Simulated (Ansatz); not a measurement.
Ansatz (a first-principles code) input (B3LYP-D3(BJ)/def2-TZVP):

Ansatz 0.2 input:
```yaml
crystal:
  periodic: [false, false, false]
  atoms:
    - {symbol: C, position_ang: [-0.86789994, -0.83540611, 0.13118365]}
    - {symbol: C, position_ang: [-1.04687383, 0.55543129, -0.27866040]}
    - {symbol: C, position_ang: [0.22404459, 0.09262024, 0.43771837]}
    - {symbol: N, position_ang: [1.42397482, 0.01947012, -0.36106316]}
    - {symbol: H, position_ang: [-1.45285572, -1.50863066, 0.73745735]}
    - {symbol: H, position_ang: [-1.76317123, 1.18312905, 0.24351333]}
    - {symbol: H, position_ang: [-0.91103172, 0.80014926, -1.32757999]}
    - {symbol: H, position_ang: [0.32943741, 0.39401844, 1.48190095]}
    - {symbol: H, position_ang: [1.96526903, 0.87233073, -0.28343865]}
    - {symbol: H, position_ang: [2.00890372, -0.75316017, -0.06586051]}
basis:
  gaussian:
    orbitals: def2-TZVP
hamiltonian:
  xc: b3lyp
  dispersion: d3bj
magnetization: {spin_polarized: true, initial_magnetization: 1}
phonons: {temperatures: {t_min: 298.15, t_max: 298.15, t_step: 100}}
```

Output:

```
Functional definition: B3LYP
integrals: 0.06 GiB planned
959 factors; their error is unknown
mean field: 0.80 GiB planned
mean field evaluation 1: about -4686.9368 eV, gradient 4.9e1 eV
mean field evaluation 2: about -4675.4831 eV, gradient 6.9e1 eV
mean field evaluation 4: about -4697.5234 eV, gradient 3.7e0 eV
mean field evaluation 8: about -4697.5824 eV, gradient 4.7e-2 eV
mean field evaluation 16: about -4697.5605 eV, gradient 5.9e-4 eV
mean field -4697.56045142 eV, -172.6321624690 hartree, gradient 4.6e-5 eV, S^2 0.753468; 0 other end points of the search recorded, 0 dependent functions left out
the calculation of the forces begins
reference -4697.56069688 eV, -172.6321714894 hartree; 16, 15 occupied and 144, 145 virtual orbitals, 959 factors
these checks for a lower state are left out or cut short: stability, starts, cluster_reference, orbital_swaps, neighbouring_geometries, increment
integrals: 0.06 GiB planned
959 factors; their error is unknown
mean field: 0.80 GiB planned
mean field -4697.56031295 eV, -172.6321573801 hartree, gradient 2.1e-6 eV, S^2 0.753465; 0 other end points of the search recorded, 0 dependent functions left out
the calculation of the forces begins
reference -4697.56055842 eV, -172.6321664010 hartree; 16, 15 occupied and 144, 145 virtual orbitals, 959 factors
these checks for a lower state are left out or cut short: stability, starts, cluster_reference, orbital_swaps, neighbouring_geometries, increment
integrals: 0.06 GiB planned
959 factors; their error is unknown
mean field: 0.80 GiB planned
mean field evaluation 32: about -4697.5604 eV, gradient 1.7e-6 eV
mean field -4697.56037960 eV, -172.6321598295 hartree, gradient 2.1e-6 eV, S^2 0.753472; 0 other end points of the search recorded, 0 dependent functions left out
the calculation of the forces begins
reference -4697.56062504 eV, -172.6321688493 hartree; 16, 15 occupied and 144, 145 virtual orbitals, 959 factors
these checks for a lower state are left out or cut short: stability, starts, cluster_reference, orbital_swaps, neighbouring_geometries, increment
integrals: 0.06 GiB planned
959 factors; their error is unknown
mean field: 0.80 GiB planned
mean field -4697.56027426 eV, -172.6321559584 hartree, gradient 2.1e-6 eV, S^2 0.753470; 0 other end points of the search recorded, 0 dependent functions left out
the calculation of the forces begins
reference -4697.56051977 eV, -172.6321649806 hartree; 16, 15 occupied and 144, 145 virtual orbitals, 959 factors
these checks for a lower state are left out or cut short: stability, starts, cluster_reference, orbital_swaps, neighbouring_geometries, increment
integrals: 0.06 GiB planned
959 factors; their error is unknown
mean field: 0.80 GiB planned
mean field -4697.56031110 eV, -172.6321573120 hartree, gradient 2.1e-6 eV, S^2 0.753467; 0 other end points of the search recorded, 0 dependent functions left out
the calculation of the forces begins
reference -4697.56055650 eV, -172.6321663306 hartree; 16, 15 occupied and 144, 145 virtual orbitals, 959 factors
these checks for a lower state are left out or cut short: stability, starts, cluster_reference, orbital_swaps, neighbouring_geometries, increment
integrals: 0.06 GiB planned
959 factors; their error is unknown
mean field: 0.80 GiB planned
mean field -4697.56038331 eV, -172.6321599658 hartree, gradient 2.1e-6 eV, S^2 0.753475; 0 other end points of the search recorded, 0 dependent functions left out
the calculation of the forces begins
reference -4697.56062869 eV, -172.6321689835 hartree; 16, 15 occupied and 144, 145 virtual orbitals, 959 factors
these checks for a lower state are left out or cut short: stability, starts, cluster_reference, orbital_swaps, neighbouring_geometries, increment
integrals: 0.06 GiB planned
[...]
integrals: 0.06 GiB planned
959 factors; their error is unknown
mean field: 0.80 GiB planned
mean field -4697.56038048 eV, -172.6321598619 hartree, gradient 2.1e-6 eV, S^2 0.753469; 0 other end points of the search recorded, 0 dependent functions left out
the calculation of the forces begins
reference -4697.56062601 eV, -172.6321688849 hartree; 16, 15 occupied and 144, 145 virtual orbitals, 959 factors
these checks for a lower state are left out or cut short: stability, starts, cluster_reference, orbital_swaps, neighbouring_geometries, increment
integrals: 0.06 GiB planned
959 factors; their error is unknown
mean field: 0.80 GiB planned
mean field evaluation 352: about -4697.5604 eV, gradient 4.2e-4 eV
mean field -4697.56033989 eV, -172.6321583701 hartree, gradient 2.1e-6 eV, S^2 0.753468; 0 other end points of the search recorded, 0 dependent functions left out
the calculation of the forces begins
reference -4697.56058527 eV, -172.6321673876 hartree; 16, 15 occupied and 144, 145 virtual orbitals, 959 factors
these checks for a lower state are left out or cut short: stability, starts, cluster_reference, orbital_swaps, neighbouring_geometries, increment
integrals: 0.06 GiB planned
959 factors; their error is unknown
mean field: 0.80 GiB planned
mean field -4697.56043308 eV, -172.6321617949 hartree, gradient 2.1e-6 eV, S^2 0.753469; 0 other end points of the search recorded, 0 dependent functions left out
the calculation of the forces begins
reference -4697.56067853 eV, -172.6321708150 hartree; 16, 15 occupied and 144, 145 virtual orbitals, 959 factors
these checks for a lower state are left out or cut short: stability, starts, cluster_reference, orbital_swaps, neighbouring_geometries, increment
integrals: 0.06 GiB planned
959 factors; their error is unknown
mean field: 0.80 GiB planned
mean field -4697.56036776 eV, -172.6321593944 hartree, gradient 2.1e-6 eV, S^2 0.753468; 0 other end points of the search recorded, 0 dependent functions left out
the calculation of the forces begins
reference -4697.56061322 eV, -172.6321684151 hartree; 16, 15 occupied and 144, 145 virtual orbitals, 959 factors
these checks for a lower state are left out or cut short: stability, starts, cluster_reference, orbital_swaps, neighbouring_geometries, increment
integrals: 0.06 GiB planned
959 factors; their error is unknown
mean field: 0.80 GiB planned
mean field -4697.56035904 eV, -172.6321590739 hartree, gradient 2.1e-6 eV, S^2 0.753469; 0 other end points of the search recorded, 0 dependent functions left out
the calculation of the forces begins
reference -4697.56060449 eV, -172.6321680940 hartree; 16, 15 occupied and 144, 145 virtual orbitals, 959 factors
these checks for a lower state are left out or cut short: stability, starts, cluster_reference, orbital_swaps, neighbouring_geometries, increment
integrals: 0.06 GiB planned
959 factors; their error is unknown
mean field: 0.80 GiB planned
mean field -4697.56033827 eV, -172.6321583107 hartree, gradient 2.1e-6 eV, S^2 0.753468; 0 other end points of the search recorded, 0 dependent functions left out
the calculation of the forces begins
reference -4697.56058373 eV, -172.6321673312 hartree; 16, 15 occupied and 144, 145 virtual orbitals, 959 factors
these checks for a lower state are left out or cut short: stability, starts, cluster_reference, orbital_swaps, neighbouring_geometries, increment
integrals: 0.06 GiB planned
959 factors; their error is unknown
mean field: 0.80 GiB planned
mean field evaluation 384: about -4697.5821 eV, gradient 4.2e-1 eV
mean field -4697.56044071 eV, -172.6321620753 hartree, gradient 2.1e-6 eV, S^2 0.753468; 0 other end points of the search recorded, 0 dependent functions left out
the calculation of the forces begins
reference -4697.56068616 eV, -172.6321710954 hartree; 16, 15 occupied and 144, 145 virtual orbitals, 959 factors
these checks for a lower state are left out or cut short: stability, starts, cluster_reference, orbital_swaps, neighbouring_geometries, increment
integrals: 0.06 GiB planned
959 factors; their error is unknown
mean field: 0.80 GiB planned
mean field -4697.56044831 eV, -172.6321623545 hartree, gradient 2.1e-6 eV, S^2 0.753469; 0 other end points of the search recorded, 0 dependent functions left out
the calculation of the forces begins
reference -4697.56069377 eV, -172.6321713750 hartree; 16, 15 occupied and 144, 145 virtual orbitals, 959 factors
these checks for a lower state are left out or cut short: stability, starts, cluster_reference, orbital_swaps, neighbouring_geometries, increment
integrals: 0.06 GiB planned
959 factors; their error is unknown
mean field: 0.80 GiB planned
mean field -4697.56042595 eV, -172.6321615329 hartree, gradient 2.1e-6 eV, S^2 0.753469; 0 other end points of the search recorded, 0 dependent functions left out
the calculation of the forces begins
reference -4697.56067140 eV, -172.6321705531 hartree; 16, 15 occupied and 144, 145 virtual orbitals, 959 factors
these checks for a lower state are left out or cut short: stability, starts, cluster_reference, orbital_swaps, neighbouring_geometries, increment
integrals: 0.06 GiB planned
959 factors; their error is unknown
mean field: 0.80 GiB planned
mean field -4697.56036429 eV, -172.6321592668 hartree, gradient 2.1e-6 eV, S^2 0.753468; 0 other end points of the search recorded, 0 dependent functions left out
the calculation of the forces begins
reference -4697.56060975 eV, -172.6321682873 hartree; 16, 15 occupied and 144, 145 virtual orbitals, 959 factors
these checks for a lower state are left out or cut short: stability, starts, cluster_reference, orbital_swaps, neighbouring_geometries, increment
integrals: 0.06 GiB planned
959 factors; their error is unknown
mean field: 0.80 GiB planned
mean field evaluation 416: about -4697.5604 eV, gradient 8.6e-3 eV
mean field -4697.56035613 eV, -172.6321589670 hartree, gradient 2.1e-6 eV, S^2 0.753469; 0 other end points of the search recorded, 0 dependent functions left out
the calculation of the forces begins
reference -4697.56060158 eV, -172.6321679870 hartree; 16, 15 occupied and 144, 145 virtual orbitals, 959 factors
these checks for a lower state are left out or cut short: stability, starts, cluster_reference, orbital_swaps, neighbouring_geometries, increment
integrals: 0.06 GiB planned
959 factors; their error is unknown
mean field: 0.80 GiB planned
mean field -4697.56037198 eV, -172.6321595495 hartree, gradient 2.1e-6 eV, S^2 0.753469; 0 other end points of the search recorded, 0 dependent functions left out
the calculation of the forces begins
reference -4697.56061744 eV, -172.6321685701 hartree; 16, 15 occupied and 144, 145 virtual orbitals, 959 factors
these checks for a lower state are left out or cut short: stability, starts, cluster_reference, orbital_swaps, neighbouring_geometries, increment
integrals: 0.06 GiB planned
959 factors; their error is unknown
mean field: 0.80 GiB planned
mean field -4697.56043251 eV, -172.6321617740 hartree, gradient 2.1e-6 eV, S^2 0.753469; 0 other end points of the search recorded, 0 dependent functions left out
the calculation of the forces begins
reference -4697.56067794 eV, -172.6321707933 hartree; 16, 15 occupied and 144, 145 virtual orbitals, 959 factors
these checks for a lower state are left out or cut short: stability, starts, cluster_reference, orbital_swaps, neighbouring_geometries, increment
integrals: 0.06 GiB planned
959 factors; their error is unknown
mean field: 0.80 GiB planned
mean field -4697.56043713 eV, -172.6321619436 hartree, gradient 2.1e-6 eV, S^2 0.753468; 0 other end points of the search recorded, 0 dependent functions left out
the calculation of the forces begins
reference -4697.56068261 eV, -172.6321709651 hartree; 16, 15 occupied and 144, 145 virtual orbitals, 959 factors
Total energy: -4697.83904124 eV, -172.6424004558 hartree
Atom 0 at    -0.867900    -0.835406     0.131184 Å, force    -0.000972     0.000276     0.001342 eV/Å
Atom 1 at    -1.046874     0.555431    -0.278660 Å, force     0.000994    -0.000805    -0.001805 eV/Å
Atom 2 at     0.224045     0.092620     0.437718 Å, force     0.000321     0.001175     0.001008 eV/Å
Atom 3 at     1.423975     0.019470    -0.361063 Å, force    -0.000109    -0.000238    -0.000529 eV/Å
Atom 4 at    -1.452856    -1.508631     0.737457 Å, force     0.000343    -0.000540    -0.000439 eV/Å
Atom 5 at    -1.763171     1.183129     0.243513 Å, force     0.000338     0.000285     0.000492 eV/Å
Atom 6 at    -0.911032     0.800149    -1.327580 Å, force    -0.000656     0.000294    -0.000379 eV/Å
Atom 7 at     0.329437     0.394018     1.481901 Å, force    -0.000106    -0.000855     0.000081 eV/Å
Atom 8 at     1.965269     0.872331    -0.283439 Å, force     0.000147     0.000346     0.000010 eV/Å
Atom 9 at     2.008904    -0.753160    -0.065861 Å, force    -0.000300     0.000061     0.000221 eV/Å
Dipole moment:     0.102010     0.115348     0.307126 e Å
Vibrations: 249.79 368.47 408.20 587.51 761.59 799.07 821.53 890.84 1015.81 1059.08 1081.18 1105.48 1114.80 1249.50 1260.75 1393.93 1457.50 1655.06 3032.67 3085.74 3159.16 3221.25 3485.49 3563.46 cm⁻¹, zero-point energy 2.283037 eV
```

It need not be the lowest isomer of its formula.
